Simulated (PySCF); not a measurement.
A PySCF script (with the pyscf-properties extension) for the NMR shieldings of `C[P@@](=O)(P)c1cccs1`, C$_{5}$H$_{8}$OP$_{2}$S, on a GFN2-xTB geometry:

```python
import basis_set_exchange as bse
import numpy as np
from pyscf import gto, dft
from pyscf.prop import nmr

atoms = """
C    -2.114603   -1.086211    1.054641
P    -1.250358   -0.326529   -0.374006
O    -1.296588   -1.133128   -1.599466
P    -2.225530    1.613410   -0.651847
C     0.439928   -0.062810    0.207479
C     1.560888   -0.392935   -0.494236
C     2.748582   -0.054118    0.187066
C     2.510757    0.537029    1.386499
S     0.832825    0.689024    1.717021
H    -3.153327   -1.230642    0.760877
H    -1.662465   -2.056880    1.252168
H    -2.060617   -0.457580    1.939692
H    -1.262572    1.966652   -1.593274
H    -1.540726    2.224482    0.393899
H     1.513214   -0.870419   -1.456490
H     3.734700   -0.241265   -0.198313
H     3.218895    0.893950    2.107841
"""
names = dict.fromkeys(["C", "P", "O", "S", "H"], "pcSseg-1")
basis = {el: gto.basis.parse(bse.get_basis(n, elements=[el], fmt="nwchem")) for el, n in names.items()}
mol = gto.M(atom=atoms, basis=basis, charge=0, verbose=0)
mf = dft.RKS(mol, xc="PBE0")
mf.grids.level = 2
mf.grids.alignment = dft.numint.BLKSIZE   # the property module wants whole blocks of grid points
mf.conv_tol = 1e-9
mf.kernel()

calc = nmr.RKS(mf)   # GIAO
C = mf.mo_coeff
Co = C[:, mf.mo_occ > 0]
resp = mf.gen_response(singlet=True, hermi=2)
def vind(x):   # induced exchange potential for any number of trial vectors
    d = np.einsum("pi,xij,qj->xpq", C, 2 * x.reshape(-1, C.shape[1], Co.shape[1]), Co, optimize=True)
    return np.einsum("xpq,pi,qj->xij", resp(d - d.transpose(0, 2, 1)), C, Co, optimize=True).ravel()
mo1, _ = nmr.rhf.solve_mo1(calc, with_cphf=vind)
sigma = calc.kernel(mo1)
for i, s in enumerate(sigma):   # ppm
    w = np.linalg.eigvalsh((s + s.T) / 2)
    print("%2d %-2s iso %8.1f  s11 %8.1f  s22 %8.1f  s33 %8.1f" % (i, mol.atom_pure_symbol(i), w.mean(), *w))
```

Q: What are the results?

A: 
```
 0 C  iso    158.5  s11    140.9  s22    150.2  s33    184.5
 1 P  iso    313.2  s11    217.9  s22    244.1  s33    477.7
 2 O  iso    219.0  s11     82.7  s22    270.7  s33    303.5
 3 P  iso    490.8  s11    433.0  s22    462.2  s33    577.0
 4 C  iso     34.0  s11    -33.7  s22     16.8  s33    119.0
 5 C  iso     46.1  s11    -38.8  s22     21.5  s33    155.6
 6 C  iso     55.3  s11    -25.2  s22     39.8  s33    151.1
 7 C  iso     46.2  s11    -49.0  s22     47.2  s33    140.6
 8 S  iso    276.2  s11    134.2  s22    289.8  s33    404.7
 9 H  iso     29.7  s11     26.3  s22     27.3  s33     35.7
10 H  iso     29.8  s11     26.4  s22     28.2  s33     34.8
11 H  iso     30.3  s11     26.3  s22     30.0  s33     34.7
12 H  iso     28.9  s11     25.0  s22     27.8  s33     33.8
13 H  iso     29.1  s11     23.4  s22     29.5  s33     34.5
14 H  iso     23.8  s11     20.1  s22     23.1  s33     28.2
15 H  iso     24.5  s11     21.2  s22     24.7  s33     27.6
16 H  iso     24.2  s11     21.2  s22     24.1  s33     27.3
```

These numbers come from an equivalent density-fitted implementation of the same equations, which agrees with the script to about 0.01 ppm for H and up to a few tenths of a ppm for heavy atoms, so last digits may differ.

Q: Turn these shieldings into chemical shifts. δ = σ(ref) − σ, references computed at the same level: ¹³C (σref 186.93), ¹H (σref 31.72) vs TMS; ³¹P (σref 318.38) vs H3PO4; ¹⁷O (σref 336.08) against H2O; CS2 for ³³S (σref 503.73).

A: Averaging equivalent atoms: C 4: 152.9; C 5: 140.8; C 7: 140.7; C 6: 131.7; C 0: 28.4; P 1: 5.1; P 3: -172.4; O 2: 117.1; S 8: 228; H 14: 7.92; H 16: 7.51; H 15: 7.23; H 12/13: 2.72; H 9/10/11: 1.76 ppm. Experimental scales use liquid or dissolved standards, which lie at an offset from isolated H2O (liquid H2O: subtract about 36 ppm) and H3PO4.

Size and cost of the density-fitted run: 214 basis functions, 85 s wall time on 1 thread of an Arm Neoverse N1, shared host; peak memory 0.96 GiB.
